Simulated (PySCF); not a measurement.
C3H8N, doublet, at a GFN2-xTB geometry. Base run: HF/6-31G (PySCF).

Here is a job for PySCF.
```python
from pyscf import gto, scf

mol = gto.M(
    atom='''
C    -1.07915954    0.80471714    0.46936932
C    -0.04836408   -0.00593759   -0.32804863
C     1.39428838    0.34107717    0.07615452
N    -0.21711907   -1.39064999   -0.33760558
H    -0.89961562    1.87102773    0.35566196
H    -1.00600059    0.55029311    1.52521850
H    -2.08954199    0.58374515    0.12869427
H    -0.14041673    0.30364008   -1.39314223
H     1.60498101    1.38879700   -0.12026471
H     1.52882117    0.14230775    1.13630000
H     2.08694516   -0.28087274   -0.48222523
H    -1.16592748   -1.66352831   -0.09185464
''',
    basis='6-31g',
    spin=1,
    verbose=4,
)

mf = scf.UHF(mol)
mf.kernel()
mf.analyze()
```

The base run was repeated with changes; each row names its change, and settings that it needs were set with it.

| change | E (Eh) | HOMO (eV) | dipole (D) | <S^2> | core-seconds (rough) | outcome |
|---|---|---|---|---|---|---|
| base | -172.58687 | -10.60 | 2.10 | 0.760 | 2 | converged |
| functional = lda,vwn | -172.16766 | -5.10 | 2.07 | 0.752 | 7 | converged |
| functional = blyp | -173.66888 | -5.03 | 1.94 | 0.752 | 10 | converged |
| functional = x3lyp | -173.67831 | -6.56 | 2.00 | 0.753 | 10 | converged |
| functional = b3lyp5 | -173.65032 | -6.40 | 1.99 | 0.753 | 10 | converged |
| functional = bp86 | -173.76353 | -5.29 | 1.98 | 0.752 | 9 | converged |
| functional = blyp; dispersion = d3bjm | -173.69189 | -5.03 | 1.94 | 0.752 | 10 | converged |
| functional = mn15 | -173.52855 | -7.57 | 2.04 | 0.753 | 20 | converged |
| functional = wb97m_v | - | - | - | - | - | cut at the time limit |
| functional = m06 | -173.63378 | -6.67 | 2.06 | 0.754 | 20 | converged |
| functional = scan | -173.68159 | -5.57 | 2.03 | 0.754 | 20 | converged |
| functional = tpssh | -173.78250 | -5.99 | 1.99 | 0.753 | 20 | converged |
| functional = tpss | -173.79867 | -5.36 | 1.97 | 0.753 | 20 | converged |

Totals shift with the method and basis; they matter in differences.

Open shells are given as the SCF converged; they aren't shown to be the lowest states, and a large step between rows can be another state.
